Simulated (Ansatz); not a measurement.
AlClFHO, SMILES `[OH][Al]([F])[Cl]` at its PBE0-D4/def2-TZVP geometry, where that method's forces vanish. The species carries charge 0 and has multiplicity 1.

```xyz
5

O    -1.1312   -0.3769    0.5153
Al    0.4433    0.0089    0.0921
F     1.6395   -0.3471    1.1469
Cl    0.9338    0.9163   -1.7094
H    -1.8853   -0.2012   -0.0449
```

Problem. What forces (eV/Å) does r2SCAN-D4/def2-TZVPP give on these atoms in the Gaussian-basis code of Ansatz? (Best estimate.)

Solution. Ansatz gave: 
```
O1  -0.020 -0.016  0.029
Al2 -0.007  0.014 -0.031
F3   0.030 -0.017  0.044
Cl4  0.016  0.020 -0.039
H5  -0.020 -0.001 -0.003
```
